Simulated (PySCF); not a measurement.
## Deuteron quadrupole couplings in `C=C1[SiH2][C@H]1c1ccccc1`

C9H10Si.
Cartesian coordinates in Å at the GFN2-xTB level; atoms count from 1:
```xyz
20
C9H10Si angstrom
C     -2.4704   -1.7730   -0.0161
C     -2.2009   -0.4893   -0.0958
Si    -2.4315    1.2971    0.3303
C     -1.1384    0.3567   -0.7503
C      0.2661    0.2155   -0.3474
C      1.2893    0.6213   -1.2026
C      2.6143    0.5146   -0.8249
C      2.9466   -0.0013    0.4164
C      1.9394   -0.4070    1.2766
C      0.6146   -0.2974    0.9013
H     -1.8627   -2.5142   -0.5174
H     -3.3112   -2.1495    0.5460
H     -3.4400    2.0671   -0.3764
H     -1.9986    1.7740    1.6307
H     -1.2582    0.4652   -1.8253
H      1.0384    1.0221   -2.1755
H      3.3926    0.8325   -1.5041
H      3.9819   -0.0885    0.7112
H      2.1904   -0.8143    2.2458
H     -0.1669   -0.6212    1.5744
```

Level: PBE0/pcSseg-1 (PySCF, non-relativistic); Q(2H) = 0.00286 b; rigid geometry, the same for H and D, with no vibrational averaging.

**Question.** Rank these positions by the coupling χzz of a deuteron there, largest first.
A. H19 (aromatic hydrogen)
B. H15 (methine hydrogen)
C. H12 (vinylic hydrogen)
D. H13 (Si–H hydrogen)

**Answer.** C (223 kHz), A (219 kHz), B (215 kHz), D (116 kHz).

**Question.** Give the electric field gradient Vzz (the principal value of largest size), its asymmetry and the 2H coupling at each hydrogen.

**Answer.** 
| atom | bonded to | bond length (Å) | Vzz (au) | η | χzz (kHz) |
| --- | --- | --- | --- | --- | --- |
| H11 | C1 | 1.082 | 0.3267 | 0.03 | 220 |
| H12 | C1 | 1.079 | 0.3324 | 0.03 | 223 |
| H13 | Si3 | 1.452 | 0.1719 | 0.05 | 116 |
| H14 | Si3 | 1.451 | 0.1726 | 0.06 | 116 |
| H15 | C4 | 1.087 | 0.3198 | 0.10 | 215 |
| H16 | C6 | 1.082 | 0.3248 | 0.08 | 218 |
| H17 | C7 | 1.081 | 0.3266 | 0.06 | 219 |
| H18 | C8 | 1.080 | 0.3288 | 0.07 | 221 |
| H19 | C9 | 1.081 | 0.3264 | 0.06 | 219 |
| H20 | C10 | 1.081 | 0.3225 | 0.08 | 217 |

**Question.** Average by the element that carries the hydrogen.

**Answer.** on C: 219 kHz over 8 positions, mean bond length 1.082 Å; on Si: 116 kHz over 2 positions, mean bond length 1.452 Å.

**Question.** A static deuteron (I = 1) shows a doublet split by (3/2)χ, (3/4)χ(1 + η) and (3/4)χ(1 − η) with the field along z, y and x of the gradient. What are these for H19?

**Answer.** With |χ| = 219.3 kHz and η = 0.059: 329, 174 and 155 kHz, to first order and without motion.

Geometry: GFN2-xTB, one conformer, isolated molecule. GFN2-xTB bond lengths can be off by several hundredths of an ångström, more for odd bonds, and the gradients follow them. A larger basis could move these couplings by a tenth or more.

The run behind these numbers computed NMR shieldings as well. The run took 2.2 min wall (with the writing of density and orbital grids) on one thread of an AMD EPYC, on a shared host, and the process peaked at 1.1 GiB of memory.
